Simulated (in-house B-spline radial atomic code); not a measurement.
Ionising S+ with different functionals

Computed with a B-spline radial code for spherical atoms: non-relativistic Hamiltonian, point nucleus, spin-polarised at highest spin, spherical fractional occupations for the functionals, the average over the highest-spin determinants for Hartree-Fock. The ionisation energy is the difference of two self-consistent energies, [Ne] 3s2 3p3 → [Ne] 3s2 3p2, without Breit or QED terms; ε is the level of the shell that loses the electron (its least bound occupied spin orbital).

Hybrids are left out here: with spherical fractional occupations of an open shell their exact exchange keeps a self-interaction that integer-occupation calculations don't have.

| method | rung | ΔSCF (eV) | -ε(3p) (eV) |
| --- | --- | --- | --- |
| Hartree-Fock | Hartree-Fock | 22.88 | 23.47 |
| LDA VWN5 | LDA | 23.35 | 17.89 |
| LDA PW92 | LDA | 23.34 | 17.88 |
| LDA exchange-only | LDA | 22.34 | 16.95 |
| PBE | GGA | 23.38 | 17.92 |
| PBEsol | GGA | 23.32 | 17.86 |
| BLYP | GGA | 23.08 | 17.59 |
| RPBE | GGA | 23.38 | 17.92 |
| PW91 | GGA | 23.43 | 17.97 |
| BP86 | GGA | 23.40 | 17.94 |
| AM05 | GGA | 23.28 | 17.82 |
| OLYP | GGA | ? | ? |
| TPSS | meta-GGA | 23.56 | 18.12 |
| SCAN | meta-GGA | ? | ? |
| r2SCAN | meta-GGA | 23.85 | 18.47 |
| M06-L | meta-GGA | 23.69 | 18.26 |
| revTPSS | meta-GGA | 23.53 | 18.09 |

**Question.** What does SCAN give?

**Answer.** ΔSCF 23.86 eV, and -ε(3p) = 18.48 eV.

**Question.** What does OLYP give?

**Answer.** ΔSCF 23.33 eV, and -ε(3p) = 17.83 eV.

**Question.** How do they compare with the NIST value?

**Answer.** NIST lists 23.338 eV (measured, ground level to ground level). Errors run from -1.00 to +0.53 eV; LDA PW92 is closest (+0.00 eV), but part of that can be cancellation, since the calculations leave out relativity, Breit-QED terms, multiplet and fine-structure energies. Hartree-Fock also lacks correlation.
